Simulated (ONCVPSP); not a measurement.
**What the settings do to the ONCV potential of Tb**

Base potential:

| Item | Value |
| --- | --- |
| Element | Tb |
| Generator | ONCVPSP 4.0.1 |
| Type | optimised norm-conserving Vanderbilt (ONCV) |
| Functional | PBE |
| Relativity | non-relativistic |
| Frozen core | [Kr] |
| Valence charge | 29 |
| Reference configuration | 4d10 4f9 5s2 5p6 6s1.75 6p0.25 |
| Partial waves | 5s+6s: rc 1.90 bohr, ncon 4, nbas 8, qcut 5 1/bohr, 2 projectors; 5p+6p: rc 2.95 bohr, ncon 4, nbas 7, qcut 5.7 1/bohr, 2 projectors; 4d: rc 0.60 bohr, ncon 5, nbas 10, qcut 14.7 1/bohr, 2 projectors, debl 2.8 Ha; 4f: rc 1.45 bohr, ncon 4, nbas 8, qcut 11.4 1/bohr, 2 projectors, debl 2.7 Ha |
| Local potential | polynomial inside 0.45 bohr (lpopt 5, dvloc0 6 Ha) |
| Core correction | none |

In the d channel the program set the typed energies aside and used -5.483, 0.250 Ha.

All-electron outer shells of the reference configuration (PBE, non-relativistic, ld1.x):

```
shell  level (eV)  outermost node (bohr)  outermost maximum (bohr)
   4p     -265.80                   0.29                      0.54
   4d     -149.21                   0.26                      0.55
   5s      -41.40                   0.68                      1.27
   5p      -24.33                   0.71                      1.38
   4f       -7.05                      –                      0.54
   6s       -3.63                   1.72                      3.76
   6p       -1.47                   2.01                      4.89
```

Cutoffs, loose and tight: the cutoffs (Ha) at which the residual kinetic energy of the hardest occupied pseudo-wave falls to 1 and 0.1 mHa per electron. They do not see the model core or the augmentation charge, which bear on the density cutoff. Test errors are all-electron minus pseudo excitation energies from the reference, over the configurations 4d10 4f9 5s2 5p6 6s2 6p0; 4d10 4f9 5s2 5p6 6s1 6p0; 4d10 4f9 5s2 5p6 6s0 6p0; 4d10 4f8 5s2 5p6 6s0 6p0. A dash means not determined; rows that change the core or the reference have their own tests.

A true bound ghost makes a file unfit for plane-wave use even where its test errors are small: the radial tests pick states by their node count and pass the ghost by.

```tsv
change	outcome	cutoff, loose	cutoff, tight	bound ghosts	GHOST(+) flags above zero	largest test error (meV)
base	generated, projector energies reset by the program	207 Ha	970 Ha	s, p	p	tests left out (the all-electron energies of this program are off by 10 to 40 meV for near-neutral 4f atoms)
functional PBEsol	generated, projector energies reset by the program	214 Ha	971 Ha	s, p	p	tests left out (the all-electron energies of this program are off by 10 to 40 meV for near-neutral 4f atoms)
local potential polynomial inside 0.45 bohr (lpopt 5, dvloc0 5 Ha)	generated, projector energies reset by the program	207 Ha	970 Ha	s, p	p	tests left out (the all-electron energies of this program are off by 10 to 40 meV for near-neutral 4f atoms)
s: qcut 5.2; p: qcut 5.9; d: qcut 15.3; f: qcut 11.9	generated, projector energies reset by the program	130 Ha	950 Ha	s, p	p	tests left out (the all-electron energies of this program are off by 10 to 40 meV for near-neutral 4f atoms)
reference 4d10 4f8 5s2 5p6 5d1 6s2; waves 5p: rc 2.95 bohr, ncon 4, nbas 7, qcut 5.7 1/bohr, 2 projectors, debl 2.6 Ha; 4d+5d: rc 0.60 bohr, ncon 5, nbas 10, qcut 14.7 1/bohr, 2 projectors	generated	206 Ha	970 Ha	s, p	p	3 of 4 tests not solved or not reliable
f: debl 1.1	generated, projector energies reset by the program	207 Ha	970 Ha	s, p	p	tests left out (the all-electron energies of this program are off by 10 to 40 meV for near-neutral 4f atoms)
s: nbas 9	generated, projector energies reset by the program	207 Ha	970 Ha	s, p	p	tests left out (the all-electron energies of this program are off by 10 to 40 meV for near-neutral 4f atoms)
all radii scaled by about 0.83 (s 1.58, p 2.44, d 0.50, f 1.20 bohr); local potential polynomial inside 0.38 bohr (lpopt 5, dvloc0 6 Ha)	generated, projector energies reset by the program	1530 Ha	1661 Ha	s, p, d	p, d, f	tests left out (the all-electron energies of this program are off by 10 to 40 meV for near-neutral 4f atoms)
local potential polynomial inside 0.40 bohr (lpopt 5, dvloc0 3 Ha)	generated, projector energies reset by the program	207 Ha	970 Ha	s, p	p, f	tests left out (the all-electron energies of this program are off by 10 to 40 meV for near-neutral 4f atoms)
f: rc 1.26	generated, projector energies reset by the program	207 Ha	970 Ha	s, p	p	tests left out (the all-electron energies of this program are off by 10 to 40 meV for near-neutral 4f atoms)
```

Problem. What comes out with this change to the base: core [Kr] 4d10 5s2, valence charge 17; reference 4f9 5p6 6s2; waves now 6s: rc 3.20 bohr, ncon 3, nbas 8, qcut 1.8 1/bohr, 2 projectors, debl 3.5 Ha; 5p: rc 1.45 bohr, ncon 3, nbas 6, qcut 5.8 1/bohr, 1 projector; d scattering state at 0.05 Ha: rc 2.60 bohr, ncon 4, nbas 8, qcut 4 1/bohr, 2 projectors, debl 1.9 Ha; 4f: rc 1.30 bohr, ncon 4, nbas 9, qcut 12.5 1/bohr, 2 projectors, debl 2.2 Ha; local potential polynomial inside 0.95 bohr (lpopt 5, dvloc0 3 Ha)?

Solution. outcome: generated; cutoff, loose: 70 Ha; cutoff, tight: 78 Ha; bound ghosts: s, d, p; GHOST(+) flags above zero: none; largest test error (meV): tests left out (the all-electron energies of this program are off by 10 to 40 meV for near-neutral 4f atoms).
